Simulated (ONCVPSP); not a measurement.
Reading a pseudo-wave (Au)

Columns: radius, all-electron u(r) and pseudo u(r) of the 5p shell (level -62.53 eV) of gold in the configuration [Kr] 4d10 4f14 5s2 5p6 5d9 6s2; PBE, scalar-relativistic, ONCV scheme, ONCVPSP 4.0.1.

| r (bohr) | all-electron | pseudo |
| --- | --- | --- |
| 0.103 | 0.3036 | 0.0218 |
| 0.205 | 0.0416 | 0.0865 |
| 0.308 | -0.5715 | 0.1958 |
| 0.410 | -0.4846 | 0.3467 |
| 0.513 | -0.0107 | 0.5323 |
| 0.615 | 0.4835 | 0.7263 |
| 0.718 | 0.8510 | 0.9034 |
| 0.820 | 1.0584 | 1.0354 |
| 0.923 | 1.1362 | 1.1088 |
| 1.025 | 1.1211 | 1.1121 |
| 1.128 | 1.0483 | 1.0479 |
| 1.230 | 0.9463 | 0.9461 |
| 1.332 | 0.8331 | 0.8329 |
| 1.435 | 0.7190 | 0.7188 |
| 1.538 | 0.6119 | 0.6118 |
| 1.640 | 0.5162 | 0.5161 |
| 1.743 | 0.4312 | 0.4311 |
| 1.845 | 0.3586 | 0.3585 |
| 1.948 | 0.2961 | 0.2961 |
| 2.050 | 0.2440 | 0.2440 |
| 2.153 | 0.2001 | 0.2000 |
| 2.255 | 0.1639 | 0.1639 |
| 2.358 | 0.1337 | 0.1337 |
| 2.460 | 0.1091 | 0.1091 |
| 2.562 | 0.0888 | 0.0888 |
| 2.665 | 0.0721 | 0.0721 |

Problem. How many radial nodes do the two functions have?

Solution. The all-electron 5p function has n − l − 1 = 3 (the table is too coarse to show those close to the nucleus); the pseudo-wave has 0, since the states of the same l below it are removed with the core.

Problem. At about which radius was the pseudo-wave matched?

Solution. 1.15 bohr, where the columns begin to agree (steps of 0.10 bohr).

Problem. Is the pseudo-wave norm-conserving?

Solution. Yes: the ONCV scheme keeps the norm inside the radius equal to the all-electron one, which fixes the energy derivative of the logarithmic derivative at the level.
